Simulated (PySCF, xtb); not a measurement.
TiF4, SMILES [F][Ti]([F])([F])[F], multiplicity 1.

Harmonic wavenumbers (cm⁻¹) from GFN2-xTB run with xtb 6.7.1 at its own minimum, in rising order: 195, 195, 210, 210, 210, 559, 663, 663, 663.

Problem. What does B3LYP-D3(BJ)/def2-SVP (PySCF) give at its own minimum? (Estimate from the structure and the level; the computed values follow.)

Solution. 196, 196, 223, 223, 223, 740, 836, 836, 836. Paired by order, the mean absolute difference is 82 cm⁻¹ and the zero-point energies are 5.1 and 6.2 kcal/mol.
